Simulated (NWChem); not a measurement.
System: CdS; SMILES [S]=[Cd]

NWChem input:

```
start job
memory heap 200 mb stack 900 mb global 1100 mb
geometry units angstroms noautoz
  Cd     0.000000     0.000000    -0.568727
  S      0.000000     0.000000     1.687126
end
basis spherical
  * library def2-svp
end
ecp
  Cd library def2-ecp
end
dft
  xc hcth407
  iterations 150
  mulliken
end
task dft energy
```

Coordinates come from a PBE-D3(BJ)/def2-SVP optimisation. def2 effective core potentials on Cd; no spin-orbit coupling.

### Question
What results follow from this input? (HCTH/407/def2-SVP with def2 effective core potentials on Cd.) Quantities: energy (Ha); highest occupied level (eV); orbital gap (eV); dipole (D).

### Answer
| Item | Result |
|---|---|
| energy (Ha) | -566.33 |
| highest occupied level (eV) | -5.21 |
| orbital gap (eV) | 0.34 |
| dipole (D) | 5.13 |
